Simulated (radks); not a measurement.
Results of a calculation; reference values are marked as such.
Task: Successive ionisation energies (eV) of one element, from differences of total energies of ions in their ground configurations, starting at charge 0: 6.978, 14.959, 29.063, 46.081, 65.481, 128.51, 151.92, 176.26, 201.45, 227.42, 254.06. Level of theory: non-relativistic Kohn-Sham, BLYP, spin-unpolarised, spherical densities, point nucleus (a radial shooting solver on a logarithmic mesh with Libxc functionals). Which element is it?

Result: Vanadium (Z = 23). The first species listed is V in [Ar] 3d3 4s2, the last V10+ in [Ne] 3s2 3p1.
